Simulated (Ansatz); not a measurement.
Li4N⁺: single points at one geometry.

```yaml
crystal:
  periodic: [false, false, false]
  atoms:
    - {symbol: Li, position_ang: [0.377041, -0.375168, 1.697696]}
    - {symbol: Li, position_ang: [0.065109, -1.492550, -0.965945]}
    - {symbol: Li, position_ang: [-1.631100, 0.702633, -0.103970]}
    - {symbol: Li, position_ang: [1.188857, 1.165192, -0.627704]}
    - {symbol: N, position_ang: [0.000093, -0.000097, -0.000067]}
basis:
  gaussian: {orbitals: 6-31G}
total_charge: 1
hamiltonian: {xc: {name: B3LYP}, dispersion: d4}
scf: {omitted_lower_state_checks: [starts]}
output: {orbitals: {seedname: orbitals}}
```

The file start.molden holds the orbitals of an earlier run on this structure, at another level or in another basis.

```sh
$ ansatz run in.yaml --threads 4 --pin off --events-out ev --progress --plain --max-ram 3916MiB
```

It prints (some lines left out):

```
Functional definition: B3LYP
636 factors; integrals over basis functions are off by at most 4.0e-5 eV
mean field evaluation 1: about -2263.8403 eV, gradient 1.3e2 eV
mean field evaluation 2: about -2058.4764 eV, gradient 1.1e2 eV
mean field evaluation 4: about -2271.7763 eV, gradient 1.2e2 eV
mean field evaluation 8: about -2273.5507 eV, gradient 1.2e2 eV
mean field evaluation 16: about -2305.6838 eV, gradient 1.2e-5 eV
mean field -2305.68380569 eV, -84.7323170105 hartree, gradient 4.6e-5 eV, S^2 0.000000; 0 other end points of the search recorded, 0 dependent functions left out
reference -2305.68409484 eV, -84.7323276364 hartree; 9, 9 occupied and 36, 36 virtual orbitals, 636 factors
Total energy: -2305.73591581 eV, -84.7342320219 hartree
Checks for a lower state left out: starts
```

It took 0.5 s on 4 threads of Arm Neoverse V2 on a shared host.

First input, but with `gaussian: {orbitals: def2-SVP, initial_orbitals: start.molden}`, `hamiltonian: {xc: pbe0, dispersion: d4}` (abridged; 0.35 s):

```
Functional definition: PBE0
mean field -2299.69756973 eV, -84.5123268965 hartree, gradient 2.2e-5 eV, S^2 0.000000
Total energy: -2299.72327580 eV, -84.5132715772 hartree
Checks for a lower state left out: starts
```

The first input with `gaussian: {orbitals: def2-TZVP, initial_orbitals: start.molden}`, `hamiltonian: {xc: {name: r2SCAN0}, dispersion: d4}`, `output: {forces: true, orbitals: {seedname: orbitals}}` (abridged; 1.1 s):

```
Functional definition: r2SCAN0
mean field -2304.11355428 eV, -84.6746113355 hartree, gradient 5.1e-6 eV, S^2 0.000000
Total energy: -2304.12115535 eV, -84.6748906698 hartree
Atom 0 force     0.000027    -0.000314     0.000046 eV/Å
Atom 1 force     0.000408    -0.001360    -0.000798 eV/Å
Atom 2 force     0.000444    -0.000080     0.000039 eV/Å
Atom 3 force     0.000397     0.000194    -0.000458 eV/Å
Atom 4 force    -0.001276     0.001560     0.001171 eV/Å
Dipole moment:    -0.000196     0.000212     0.000149 e Å
Checks for a lower state left out: starts
```

The first input with `gaussian: {orbitals: def2-TZVP, initial_orbitals: start.molden}`, `hamiltonian: {xc: r2scan, dispersion: d4}` (abridged; 0.85 s):

```
Functional definition: r2SCAN
mean field -2304.56024194 eV, -84.6910268043 hartree, gradient 8.7e-5 eV, S^2 0.000000
Total energy: -2304.56631730 eV, -84.6912500697 hartree
Checks for a lower state left out: starts
```

As the first input, with `gaussian: {orbitals: def2-TZVPP, initial_orbitals: start.molden}`, `correlation: {method: ccsd_t}` and without the key `hamiltonian` (abridged; 2.1 s):

```
Functional definition: HF
mean field -2289.89163320 eV, -84.1519653757 hartree, gradient 2.5e-6 eV, S^2 0.000000
1 core orbitals not correlated: weight in the atoms' cores, before any rotation towards them, 1.000 or more for the frozen orbitals, at most 0.000 for the correlated occupied ones
second order -10.75925076 eV of doubles, -0.00000000 eV of singles
cycle   1  -10.57949545 eV  change    1.8e-1 eV  update   1.2e-1
cycle   2  -10.88831749 eV  change   -3.1e-1 eV  update   5.3e-2
cycle   3  -10.99174767 eV  change   -1.0e-1 eV  update   1.9e-2
cycle   4  -10.99662641 eV  change   -4.9e-3 eV  update   7.3e-3
cycle   5  -10.99188826 eV  change    4.7e-3 eV  update   2.5e-3
cycle   6  -10.99219614 eV  change   -3.1e-4 eV  update   8.5e-4
cycle   7  -10.99237066 eV  change   -1.7e-4 eV  update   3.4e-4
cycle   8  -10.99235380 eV  change    1.7e-5 eV  update   1.3e-4
cycle   9  -10.99230933 eV  change    4.4e-5 eV  update   4.5e-5
cycle  10  -10.99229203 eV  change    1.7e-5 eV  update   1.9e-5
cycle  11  -10.99226662 eV  change    2.5e-5 eV  update   4.2e-6
cycle  12  -10.99227100 eV  change   -4.4e-6 eV  update   1.5e-6
perturbative correction -0.41364906 eV, -0.0152013225 hartree
Total energy: -2301.29755325 eV, -84.5711252065 hartree
Checks for a lower state left out: starts
```

As the first input, with `gaussian: {orbitals: def2-TZVP, initial_orbitals: start.molden}`, `hamiltonian: {xc: pbe}`, `correlation: {method: rpa}` and without the key `output` (abridged; 0.75 s):

```
Functional definition: PBE
mean field -2301.67959682 eV, -84.5851650486 hartree, gradient 8.5e-6 eV, S^2 0.000000
1 core orbitals not correlated: weight in the atoms' cores, before any rotation towards them, 1.000 or more for the frozen orbitals, at most 0.000 for the correlated occupied ones
Total energy: -2307.08675577 eV, -84.7838744751 hartree
Checks for a lower state left out: starts
```

As the first input, with `gaussian: {orbitals: def2-TZVP, initial_orbitals: start.molden}`, `correlation: {method: mp2}` and without the key `hamiltonian` (abridged; 0.2 s):

```
Functional definition: HF
mean field -2289.86973805 eV, -84.1511607439 hartree, gradient 4.0e-6 eV, S^2 0.000000
1 core orbitals not correlated: weight in the atoms' cores, before any rotation towards them, 1.000 or more for the frozen orbitals, at most 0.000 for the correlated occupied ones
second order -10.60102887 eV of doubles, -0.00000000 eV of singles
Total energy: -2300.47076692 eV, -84.5407413691 hartree
Checks for a lower state left out: starts
```

Geometry: B3LYP-D4/def2-TZVP.

B3LYP takes the VWN-RPA correlation. Correlated methods freeze 1 core orbital; core or outer-core shells of Li are correlated, in sets that lack core-valence functions. The structure comes from a short search, and lower isomers may exist.
